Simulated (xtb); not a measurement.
H₂ClO (SMILES [OH2+]Cl), charge +1, singlet, from a rough starting geometry; xtb with GFN2-xTB.

The xtb input:
```
$ xtb mol.xyz --gfn 2 --chrg 1 --opt vtight --json

# file mol.xyz
4

O      0.06720967     0.23478686    -0.09944048
H     -0.82414211     0.43064566    -0.11287348
Cl     0.07704571    -1.45408894    -0.19773637
H      0.66620983     0.74881118     0.47176002
```

Task: Predict the main parts of the log of this xtb run.

Result: 
```
   ID    Z sym.   atoms
    1    8 O      1
    2    1 H      2, 4
    3   17 Cl     3

           -------------------------------------------------
          |                Calculation Setup                |
           -------------------------------------------------

           -------------------------------------------------
          |                 G F N 2 - x T B                 |
           -------------------------------------------------

          ...................................................
          :                      SETUP                      :
          :.................................................:
          :  # basis functions                  16          :
          :  # atomic orbitals                  15          :
          :  # shells                            7          :
          :  # electrons                        14          :
          :  max. iterations                   250          :
          :  Hamiltonian                  GFN2-xTB          :
          :  restarted?                      false          :
          :  GBSA solvation                  false          :
          :  PC potential                    false          :
          :  electronic temp.          300.0000000     K    :
          :  accuracy                    1.0000000          :
          :  -> integral cutoff          0.2500000E+02      :
          :  -> integral neglect         0.1000000E-07      :
          :  -> SCF convergence          0.1000000E-05 Eh   :
          :  -> wf. convergence          0.1000000E-03 e    :
          :  Broyden damping             0.4000000          :
          :  net charge                          1          :
          :  unpaired electrons                  0          :
          ...................................................

 iter      E             dE          RMSdq      gap      omega  full diag
   1     -9.0901175 -0.909012E+01  0.908E+00    3.95       0.0  T
   2     -9.0907075 -0.589998E-03  0.534E+00    3.91       1.0  T
   3     -9.0914921 -0.784645E-03  0.526E-01    3.89       1.0  T
   4     -9.0917987 -0.306549E-03  0.394E-01    3.91       1.0  T
   5     -9.0920402 -0.241486E-03  0.249E-01    3.96       1.0  T
   6     -9.0921933 -0.153116E-03  0.908E-02    4.05       1.0  T
   7     -9.0921999 -0.656660E-05  0.384E-02    4.06       1.3  T
   8     -9.0922013 -0.147565E-05  0.184E-02    4.07       2.7  T
   9     -9.0922016 -0.247029E-06  0.928E-03    4.07       5.4  T
  10     -9.0922017 -0.109784E-06  0.123E-03    4.07      40.7  T
  11     -9.0922017 -0.224677E-09  0.265E-04    4.07     188.6  T
  12     -9.0922017 -0.597389E-11  0.278E-05    4.07    1801.5  T

   *** convergence criteria satisfied after 12 iterations ***

         :::::::::::::::::::::::::::::::::::::::::::::::::::::
         ::                     SUMMARY                     ::
         :::::::::::::::::::::::::::::::::::::::::::::::::::::
         :: total energy              -9.050335775138 Eh    ::
         :: gradient norm              0.110506272673 Eh/a0 ::
         :: HOMO-LUMO gap              4.068548682739 eV    ::
         ::.................................................::
         :: SCC energy                -9.092201693358 Eh    ::
         :: -> isotropic ES            0.139485387695 Eh    ::
         :: -> anisotropic ES         -0.009686505579 Eh    ::
         :: -> anisotropic XC         -0.004476309345 Eh    ::
         :: -> dispersion             -0.000618928590 Eh    ::
         :: repulsion energy           0.041865918220 Eh    ::
         :: add. restraining           0.000000000000 Eh    ::
         :: total charge               1.000000000000 e     ::
         :::::::::::::::::::::::::::::::::::::::::::::::::::::

      -----------------------------------------------------------
     |                   =====================                   |
     |                        A N C O P T                        |
[...]
 * total energy  :    -9.0503358 Eh     change       -0.6465939E-12 Eh
 * total energy  :    -9.0605537 Eh     change       -0.1021789E-01 Eh
 * total energy  :    -9.0643908 Eh     change       -0.3837119E-02 Eh
 * total energy  :    -9.0648035 Eh     change       -0.4126983E-03 Eh
 * total energy  :    -9.0651228 Eh     change       -0.3192817E-03 Eh
 * total energy  :    -9.0651554 Eh     change       -0.3264617E-04 Eh
 * total energy  :    -9.0651735 Eh     change       -0.1805835E-04 Eh
 * total energy  :    -9.0651760 Eh     change       -0.2481863E-05 Eh
 * total energy  :    -9.0651771 Eh     change       -0.1157600E-05 Eh
 * total energy  :    -9.0651773 Eh     change       -0.1868701E-06 Eh
 * total energy  :    -9.0651773 Eh     change       -0.5249933E-07 Eh
   *** GEOMETRY OPTIMIZATION CONVERGED AFTER 11 ITERATIONS ***
         :: total energy              -9.065177348108 Eh    ::
[...]
         :: -> anisotropic XC         -0.010930488503 Eh    ::
         :: -> dispersion             -0.000620107694 Eh    ::
         :: repulsion energy           0.025870923817 Eh    ::
         :: add. restraining           0.000000000000 Eh    ::
         :: total charge               1.000000000000 e     ::
         :::::::::::::::::::::::::::::::::::::::::::::::::::::

           -------------------------------------------------
          |                Property Printout                |
           -------------------------------------------------

    * Orbital Energies and Occupations

         #    Occupation            Energy/Eh            Energy/eV
      -------------------------------------------------------------
         1        2.0000           -1.3006898             -35.3936
         2        2.0000           -1.0212652             -27.7900
         3        2.0000           -0.9166582             -24.9435
         4        2.0000           -0.8802238             -23.9521
         5        2.0000           -0.8461037             -23.0237
         6        2.0000           -0.7041882             -19.1619
         7        2.0000           -0.6987412             -19.0137 (HOMO)
         8                         -0.5729677             -15.5912 (LUMO)
         9                         -0.2662918              -7.2462
        10                         -0.2529872              -6.8841
        11                         -0.2478361              -6.7440
        12                         -0.2472254              -6.7273
        13                         -0.2348061              -6.3894
        14                         -0.1950667              -5.3080
        15                         -0.0834786              -2.2716
      -------------------------------------------------------------
                  HL-Gap            0.1257735 Eh            3.4225 eV
             Fermi-level           -0.6358544 Eh          -17.3025 eV

     #   Z          covCN         q      C6AA      α(0)
     1   8 O        2.505    -0.188    17.115     5.587
     2   1 H        0.801     0.452     0.400     0.994
     3  17 Cl       0.903     0.284    91.061    14.599
     4   1 H        0.801     0.452     0.400     0.994

 Mol. C6AA /au·bohr⁶  :        222.216260
 Mol. C8AA /au·bohr⁸  :       7131.019223
 Mol. α(0) /au        :         22.173363

Wiberg/Mayer (AO) data.
largest (>0.10) Wiberg bond orders for each atom

 ---------------------------------------------------------------------------
     #   Z sym  total        # sym  WBO       # sym  WBO       # sym  WBO
 ---------------------------------------------------------------------------
     1   8 O    2.519 --     3 Cl   0.933     4 H    0.793     2 H    0.793
     2   1 H    0.796 --     1 O    0.793
     3  17 Cl   0.938 --     1 O    0.933
     4   1 H    0.796 --     1 O    0.793
 ---------------------------------------------------------------------------

Topologies differ in total number of bonds
Writing topology from bond orders to xtbtopo.mol

molecular dipole:
                 x           y           z       tot (Debye)
 q only:       -0.137       0.107       0.356
   full:       -0.108      -0.661       0.415       2.003
molecular quadrupole (traceless):
                xx          xy          yy          xz          yz          zz
 q only:        0.027      -0.543       2.272       0.912       1.104      -2.298
  q+dip:       -1.490      -1.346       5.908       1.056       2.316      -4.418
   full:       -2.152      -1.443       7.273       1.079       2.211      -5.120

optimized geometry written to: xtbopt.xyz

           -------------------------------------------------
          | TOTAL ENERGY               -9.065177348108 Eh   |
          | GRADIENT NORM               0.000079697078 Eh/α |
          | HOMO-LUMO GAP               3.422471715553 eV   |
           -------------------------------------------------

normal termination of xtb
```
